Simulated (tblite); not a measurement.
A geometry optimisation, step by step.

C6H12FGeN.
Numbering: `[H]/[N:9]=[CH:8]/[CH2:7]/[C:2]([CH3:1])=[CH:3]/[GeH2:4][CH2:5][F:6]` (hydrogens: H10, H11, H12 on C1; H13 on C3; H14, H15 on Ge4; H16, H17 on C5; H18, H19 on C7; H20 on C8; H21 on N9)

Computed with GFN2-xTB (tblite), gas phase: L-BFGS steps from a force-field or distance-geometry start until the largest atomic force falls under 0.01 eV/Å. 6 of its 155 geometries are shown.

Step 0: E = -774.3261 eV, largest atomic force 2.228 eV/Å
```
atom  x, y, z in Å  |  force x, y, z in eV/Å
C1      0.767   -0.571   -1.959   -0.223   0.024  -0.239
C2      0.682   -0.594   -0.461   -0.086  -0.022   0.608
C3     -0.431   -0.258    0.208    0.122  -0.035  -0.356
Ge4    -2.066    0.311   -0.688    0.764  -0.084  -0.694
C5     -3.423    0.699    0.663   -0.641  -0.188  -0.282
F6     -2.982    1.720    1.471   -0.186  -0.124   0.071
C7      1.904   -1.014    0.339    0.255  -0.687   0.324
C8      2.552    0.175    0.999    1.061   1.591  -1.144
N9      3.116    1.072    0.282   -0.488  -0.776   0.475
H10     0.545    0.457   -2.322    0.083  -0.710   0.147
H11     1.762   -0.864   -2.324   -0.396   0.151   0.213
H12     0.012   -1.277   -2.385    0.512   0.607   0.259
H13    -0.467   -0.282    1.300    0.190  -0.054  -0.378
H14    -1.782    1.572   -1.526   -0.217  -0.443   0.153
H15    -2.573   -0.826   -1.601    0.047   0.446   0.178
H16    -4.361    1.015    0.161    0.259  -0.028   0.536
H17    -3.615   -0.202    1.269   -0.074   0.449   0.082
H18     2.650   -1.526   -0.306   -0.414   0.420   0.244
H19     1.604   -1.748    1.128    0.156   0.552  -0.492
H20     2.545    0.259    2.083   -0.271  -0.297   0.268
H21     3.554    1.897    0.731   -0.454  -0.793   0.026
```

Step 31: E = -774.5807 eV, largest atomic force 0.291 eV/Å
```
atom  x, y, z in Å  |  force x, y, z in eV/Å
C1      0.865   -0.530   -1.909   -0.022  -0.014   0.045
C2      0.695   -0.648   -0.425   -0.006   0.106   0.044
C3     -0.439   -0.332    0.198   -0.006  -0.047  -0.070
Ge4    -2.051    0.296   -0.688   -0.218   0.031   0.190
C5     -3.461    0.688    0.677   -0.013   0.001   0.025
F6     -2.999    1.698    1.503   -0.049  -0.061  -0.055
C7      1.919   -1.053    0.361    0.050  -0.105  -0.053
C8      2.495    0.221    0.902   -0.107  -0.155   0.045
N9      3.273    0.890    0.189    0.228   0.051  -0.032
H10     0.613    0.482   -2.241   -0.033  -0.164   0.021
H11     1.891   -0.745   -2.201   -0.098   0.049  -0.014
H12     0.196   -1.239   -2.401    0.047   0.124  -0.042
H13    -0.485   -0.423    1.276   -0.029  -0.005  -0.041
H14    -1.854    1.563   -1.472    0.045  -0.049  -0.041
H15    -2.651   -0.731   -1.612    0.051   0.009  -0.068
H16    -4.395    1.048    0.227    0.149  -0.047   0.085
H17    -3.692   -0.163    1.330    0.040   0.093  -0.106
H18     2.649   -1.510   -0.302    0.044  -0.081  -0.038
H19     1.670   -1.748    1.164   -0.034   0.097   0.040
H20     2.132    0.494    1.900    0.012   0.121   0.046
H21     3.621    1.759    0.586   -0.051   0.044   0.017
```

Step 62: E = -774.6491 eV, largest atomic force 0.070 eV/Å
```
atom  x, y, z in Å  |  force x, y, z in eV/Å
C1      0.862   -0.431   -1.859   -0.010   0.014  -0.014
C2      0.644   -0.649   -0.397   -0.008  -0.015   0.019
C3     -0.545   -0.482    0.177   -0.021   0.054  -0.019
Ge4    -2.121    0.220   -0.719   -0.028  -0.021   0.045
C5     -3.451    0.646    0.698   -0.010  -0.020  -0.013
F6     -2.893    1.607    1.520   -0.026  -0.025  -0.008
C7      1.870   -0.999    0.406    0.028  -0.022   0.034
C8      2.517    0.300    0.779    0.004   0.043  -0.038
N9      3.620    0.631    0.286   -0.008  -0.035   0.008
H10     0.415    0.510   -2.174   -0.012   0.056  -0.018
H11     1.920   -0.421   -2.102    0.039   0.017  -0.004
H12     0.376   -1.225   -2.424    0.016  -0.058  -0.035
H13    -0.649   -0.665    1.242    0.018   0.017  -0.052
H14    -1.810    1.500   -1.446   -0.013  -0.005  -0.023
H15    -2.755   -0.708   -1.727    0.037   0.018   0.048
H16    -4.386    1.061    0.315    0.006   0.004   0.018
H17    -3.680   -0.215    1.333   -0.020   0.021   0.007
H18     2.570   -1.589   -0.183    0.021  -0.023  -0.015
H19     1.600   -1.540    1.313   -0.026   0.010   0.032
H20     1.915    0.923    1.455   -0.009  -0.020   0.041
H21     3.972    1.543    0.568    0.024  -0.008  -0.014
```

Step 92: E = -774.6885 eV, largest atomic force 0.054 eV/Å
```
atom  x, y, z in Å  |  force x, y, z in eV/Å
C1      0.931   -0.315   -1.846   -0.001  -0.039   0.009
C2      0.624   -0.523   -0.399    0.016   0.024   0.013
C3     -0.576   -0.334    0.143    0.009  -0.019  -0.002
Ge4    -2.215    0.229   -0.736    0.009   0.000   0.018
C5     -3.529    0.592    0.713   -0.033   0.030   0.012
F6     -2.956    1.475    1.608    0.010   0.001   0.011
C7      1.805   -0.955    0.438   -0.001   0.010   0.013
C8      2.635    0.253    0.748    0.004   0.029  -0.028
N9      3.773    0.388    0.242   -0.018  -0.003  -0.009
H10     0.230    0.385   -2.299   -0.006  -0.007   0.010
H11     1.950    0.049   -1.968   -0.043   0.015   0.003
H12     0.849   -1.266   -2.373    0.018  -0.003  -0.021
H13    -0.693   -0.521    1.205    0.009   0.003  -0.009
H14    -2.065    1.465   -1.581    0.005  -0.004   0.016
H15    -2.811   -0.832   -1.624    0.013   0.000  -0.027
H16    -4.448    1.062    0.358   -0.039   0.022  -0.030
H17    -3.800   -0.300    1.284    0.041  -0.019  -0.006
H18     2.416   -1.673   -0.109    0.005   0.012  -0.005
H19     1.462   -1.393    1.375   -0.001  -0.032   0.025
H20     2.141    0.984    1.403    0.001  -0.012   0.008
H21     4.268    1.244    0.482    0.003  -0.008  -0.001
```

Step 123: E = -774.7020 eV, largest atomic force 0.029 eV/Å
```
atom  x, y, z in Å  |  force x, y, z in eV/Å
C1      0.904   -0.374   -1.833   -0.009   0.019  -0.015
C2      0.631   -0.560   -0.378   -0.009   0.003   0.003
C3     -0.549   -0.329    0.191    0.008  -0.001  -0.003
Ge4    -2.165    0.287   -0.698   -0.014   0.009  -0.005
C5     -3.558    0.610    0.685   -0.006   0.011   0.012
F6     -3.069    1.541    1.581    0.004   0.004   0.010
C7      1.830   -0.998    0.429    0.005  -0.016  -0.003
C8      2.629    0.225    0.758    0.010  -0.002  -0.006
N9      3.697    0.461    0.147   -0.017   0.006   0.010
H10     0.084    0.160   -2.313    0.019  -0.017  -0.014
H11     1.832    0.180   -1.969   -0.007  -0.009   0.006
H12     1.022   -1.343   -2.317   -0.005   0.006   0.008
H13    -0.645   -0.490    1.258   -0.010  -0.001   0.005
H14    -1.965    1.574   -1.451    0.002   0.005  -0.006
H15    -2.714   -0.711   -1.685   -0.003   0.003  -0.005
H16    -4.480    1.026    0.273   -0.008  -0.005   0.001
H17    -3.806   -0.281    1.268    0.008  -0.013  -0.008
H18     2.448   -1.673   -0.162    0.015  -0.008   0.020
H19     1.514   -1.484    1.353    0.007  -0.001  -0.001
H20     2.175    0.874    1.520    0.006   0.000  -0.006
H21     4.175    1.323    0.402    0.006   0.005  -0.002
```

Step 154: E = -774.7037 eV, largest atomic force 0.009 eV/Å
```
atom  x, y, z in Å  |  force x, y, z in eV/Å
C1      0.916   -0.400   -1.836   -0.002  -0.003   0.008
C2      0.630   -0.569   -0.382   -0.006   0.001   0.003
C3     -0.550   -0.321    0.178   -0.007   0.004   0.001
Ge4    -2.159    0.324   -0.706   -0.003   0.003   0.001
C5     -3.548    0.598    0.693    0.000   0.000   0.001
F6     -3.070    1.521    1.604    0.002   0.000   0.002
C7      1.821   -1.003    0.441   -0.001   0.001  -0.001
C8      2.615    0.228    0.756    0.005  -0.002   0.001
N9      3.671    0.473    0.128    0.001  -0.001   0.000
H10     0.094    0.109   -2.337   -0.005   0.004  -0.005
H11     1.835    0.168   -1.968    0.008   0.003  -0.002
H12     1.060   -1.374   -2.302   -0.002  -0.007  -0.001
H13    -0.654   -0.471    1.247   -0.002   0.001  -0.001
H14    -1.952    1.631   -1.420    0.002   0.002   0.002
H15    -2.717   -0.638   -1.724    0.007  -0.005   0.001
H16    -4.485    1.000    0.301    0.002   0.002  -0.001
H17    -3.767   -0.312    1.258    0.001  -0.005  -0.005
H18     2.445   -1.688   -0.132    0.001   0.000  -0.003
H19     1.496   -1.475    1.369    0.001   0.001   0.001
H20     2.166    0.876    1.522   -0.002   0.000   0.001
H21     4.143    1.341    0.371    0.001   0.003  -0.001
```

Task: Summarise the path.

Result: The energy falls by 8.71 kcal/mol from step 0 to step 154; nine tenths of that is first reached at step 76. It falls at every step. The largest force goes from 2.228 to 0.009 eV/Å. Among the bonds Ge4–C5 changes most (a near tie, within 0.001 Å, with another), from 1.953 to 1.991 Å; the atoms move by 0.522 Å rms after alignment.

Task: Follow the three bonds and two angles with the largest change from start to end.

Result: 
```csv
step,E above end (kcal/mol),largest force (eV/Å),Ge4–C5 (Å),Ge4–H14 (Å),Ge4–H15 (Å),C7–C8–H20 (°),N9–C8–H20 (°)
0,8.71,2.228,1.953,1.541,1.543,119.6,120.5
7,3.99,0.188,1.977,1.504,1.506,115.2,124.6
13,3.73,0.079,1.993,1.502,1.509,114.7,124.7
20,3.54,0.141,1.999,1.499,1.507,115.1,124.5
27,3.16,0.137,1.985,1.503,1.507,115.3,125.2
33,2.54,0.261,1.986,1.513,1.513,114.9,126.2
40,1.96,0.112,1.992,1.502,1.504,114.1,125.6
47,1.69,0.140,1.997,1.505,1.506,113.8,125.2
54,1.48,0.070,1.987,1.500,1.503,113.3,125.3
60,1.33,0.104,1.988,1.506,1.509,113.9,125.4
67,1.17,0.071,1.987,1.503,1.505,114.5,125.7
74,0.93,0.084,1.994,1.509,1.507,113.7,125.8
80,0.65,0.126,1.995,1.504,1.509,115.0,124.7
87,0.41,0.052,1.991,1.502,1.508,113.7,125.6
94,0.33,0.071,1.990,1.503,1.505,114.5,125.2
100,0.28,0.034,1.991,1.505,1.507,114.6,125.4
107,0.19,0.102,1.992,1.507,1.509,114.3,125.8
114,0.07,0.029,1.989,1.505,1.507,114.3,125.5
121,0.04,0.045,1.990,1.503,1.507,114.6,125.3
127,0.03,0.028,1.991,1.504,1.507,114.5,125.3
134,0.02,0.025,1.990,1.505,1.507,114.4,125.4
141,0.01,0.019,1.991,1.504,1.507,114.4,125.3
147,0.00,0.016,1.990,1.504,1.507,114.5,125.3
154,0.00,0.009,1.991,1.504,1.507,114.5,125.3
```

The cost below is that of the whole relaxation. Time: 1.4 s of wall time. Hardware: one thread, Arm Neoverse V1 (aarch64), shared host.
